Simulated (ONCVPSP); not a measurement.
**What one change does to a pseudopotential (bismuth (Bi), ONCV)**

bismuth, optimised norm-conserving Vanderbilt (ONCV), made with ONCVPSP 4.0.1 (revPBE, scalar-relativistic). Core [Kr] 4d10 4f14, reference 5s2 5p6 5d10 6s2 6p3. Waves: 5s+6s: rc 1.60 bohr, ncon 4, nbas 9, qcut 6 1/bohr, 2 projectors; 5p+6p: rc 1.85 bohr, ncon 3, nbas 7, qcut 7 1/bohr, 2 projectors; 5d: rc 1.70 bohr, ncon 4, nbas 8, qcut 10.4 1/bohr, 2 projectors, debl 1.1 Ha. Local part: polynomial inside 1.05 bohr (lpopt 2, dvloc0 0 Ha). Core correction: none.

Change: s: qcut 3.6.

Cutoffs: the cutoffs (Ha) at which the residual kinetic energy of the hardest occupied pseudo-wave falls to 1 and 0.1 mHa per electron; they do not see the model core or the augmentation charge, which bear on the density cutoff. Errors are all-electron minus pseudo energies relative to the spin-unpolarised reference configuration.

Question: What does the change do?

Answer: The potential gets harder (29 Ha and 77 Ha → 74 Ha and 108 Ha); the errors of the 4 common tests hardly move; neither file shows a bound ghost.

| quantity | base | changed |
| --- | --- | --- |
| cutoff, loose | 29 Ha | 74 Ha |
| cutoff, tight | 77 Ha | 108 Ha |
| loose cutoff by channel | s 16 Ha, p 18 Ha, d 29 Ha | s 74 Ha, p 18 Ha, d 29 Ha |
| bound ghosts | none | none |
| GHOST(+) flags under 300 eV | none | none |
| error for 5s2 5p6 5d10 6s2 6p2, meV [ΔE 7.84 eV] | -3.4 | -3.4 |
| error for 5s2 5p6 5d10 6s2 6p1, meV [ΔE 22.99 eV] | -11 | -11 |
| error for 5s2 5p6 5d10 6s2 6p0, meV [ΔE 46.20 eV] | -23 | -22 |
| error for 5s2 5p5 5d10 6s2 6p3, meV [ΔE 103.17 eV] | -171 | -166 |
| s: phases at 1.62 bohr within 0.05 rad from the reference energy up to (Ha; the scan ends near 5) | to the end of the scan | to the end of the scan |
| p: phases at 1.88 bohr within 0.05 rad from the reference energy up to (Ha; the scan ends near 5) | to the end of the scan | to the end of the scan |
| d: phases at 1.72 bohr within 0.05 rad from the reference energy up to (Ha; the scan ends near 5) | to the end of the scan | to the end of the scan |
